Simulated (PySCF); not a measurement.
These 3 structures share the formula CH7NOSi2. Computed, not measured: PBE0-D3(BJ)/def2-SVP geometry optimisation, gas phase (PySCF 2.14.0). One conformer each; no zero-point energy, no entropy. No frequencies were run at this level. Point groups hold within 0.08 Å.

Problem. Rank from lowest to highest electronic energy at this level (kcal/mol).
A. `O=CN([SiH3])[SiH3]`
B. `[CH2:1]=[N:2][SiH2:3][O:4][SiH3:5]` with C1–N2–Si3–O4 125°, N2–Si3–O4–Si5 41°
C. `[NH2:1][C:2](=[O:3])[SiH2:4][SiH3:5]` with N1–C2–Si4–Si5 138°

Solution. B (0.0), A (9.3), C (28.6).

As drawn, the lowest has a C=N bond and an Si–O bond, which the highest lacks; the highest has a C=O bond, an N–H bond and a C(=O)–N unit, which the lowest lacks.

| SMILES | E (Eh) | E rel (kcal/mol) | dipole (D) | point group | A, B, C (MHz) |
| --- | --- | --- | --- | --- | --- |
| C=N[SiH2]O[SiH3] | -750.58743 | 0.0 | 1.48 | C1 | 6688, 1606, 1374 |
| O=CN([SiH3])[SiH3] | -750.57268 | 9.3 | 2.67 | – | 4190, 2400, 1583 |
| NC(=O)[SiH2][SiH3] | -750.54182 | 28.6 | 3.39 | C1 | 5520, 1676, 1427 |

Problem. As an exercise, what shares would exp(−E/RT) give at 1000 K from these electronic energies alone (no entropy, no degeneracies)?

Solution. RT = 1.987 kcal/mol: C=N[SiH2]O[SiH3] 99.1 %, O=CN([SiH3])[SiH3] 0.9 %, NC(=O)[SiH2][SiH3] under 0.1 %.
